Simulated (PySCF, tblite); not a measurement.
Isomers of C7H10FNSi. All values are computed: GFN2-xTB (tblite) harmonic vibrations without scaling, gas phase. Against measured fundamentals such values can be off by several per cent, at times by over 20. Modes of hydrogen on silicon can be 10 to 20 % off. One conformer each.

Electronic energies: PBE0/pcSseg-1 single points on the GFN2-xTB geometries (PySCF, gas phase).

| SMILES | electronic energy, lowest = 0 (kcal/mol) |
| --- | --- |
| C/N=C/C#CC[Si@@H]1C[C@H]1F | 46.2 |
| C#CC[C@@](F)(CC#N)[SiH2]C | 17.5 |
| CC(C)[C@]1(F)[SiH2]C=C1C#N | 0.0 |

How do GFN2-xTB zero-point energies change the relative energies?

| SMILES | ZPE (kcal/mol) | of it from modes above 1550 cm⁻¹ | electronic (kcal/mol) | with ZPE, lowest = 0 (kcal/mol) | lowest mode (cm⁻¹) | rings |
| --- | --- | --- | --- | --- | --- | --- |
| CC(C)[C@]1(F)[SiH2]C=C1C#N | 92.9 | 46.9 | 0.0 | 0.0 | 66 | 1 |
| C#CC[C@@](F)(CC#N)[SiH2]C | 90.5 | 48.0 | 17.5 | 15.0 | 27 | 0 |
| C/N=C/C#CC[Si@@H]1C[C@H]1F | 92.2 | 47.3 | 46.2 | 45.5 | 22 | 1 |

The zero-point energies span 2.4 kcal/mol, from `C#CC[C@@](F)(CC#N)[SiH2]C` to `CC(C)[C@]1(F)[SiH2]C=C1C#N`. The order is unchanged.

And how do the electronic energies of GFN2-xTB itself compare?

`CC(C)[C@]1(F)[SiH2]C=C1C#N` 0.0; `C#CC[C@@](F)(CC#N)[SiH2]C` 17.0; `C/N=C/C#CC[Si@@H]1C[C@H]1F` 40.3 kcal/mol, lowest = 0. Against the energies above, taken from the same isomer `CC(C)[C@]1(F)[SiH2]C=C1C#N`, the largest difference is 5.9 kcal/mol.
